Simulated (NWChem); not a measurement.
Species: C₂H₆F₂Si; SMILES FC(C)(F)[SiH3]

Results from NWChem. Structure relaxed at the PBE0/def2-SVP level. Level: PBE0/def2-SVP with SMD (1 M gas to 1 M solution), gas-phase geometry. Reactions with the solvent are ignored.

For solvent water:

```yaml
solvation free energy (kcal/mol): 1.1
cavity-dispersion-structure term (kcal/mol): 4.2
dipole in solution (D): 2.47
```

Question: Estimate the same quantities for solvent toluene.

Answer: 
- solvation free energy (kcal/mol) = -2.0
- cavity-dispersion-structure term (kcal/mol) = -0.2
- dipole in solution (D) = 2.21
